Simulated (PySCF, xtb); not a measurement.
Ga(F)2(NHMe) (CH4F2GaN), SMILES C[NH][Ga]([F])[F]. One conformer was computed; it need not be the lowest.

Harmonic wavenumbers (cm⁻¹) from GFN2-xTB in xtb at its own minimum, in rising order: 66, 79, 114, 124, 190, 255, 391, 474, 483, 625, 1019, 1042, 1100, 1258, 1402, 1461, 1463, 2945, 2974, 2995, 3307.

**Question.** What does PBE-D3(BJ)/def2-SVP in PySCF give at its own minimum? (Estimate from the structure and the level; the computed values follow.)

**Answer.** 86, 92, 129, 174, 180, 298, 427, 617, 701, 715, 1058, 1095, 1127, 1334, 1401, 1414, 1443, 2926, 2985, 3059, 3535. Paired by order, the mean absolute difference is 58 cm⁻¹ and the zero-point energies are 34.0 and 35.4 kcal/mol.
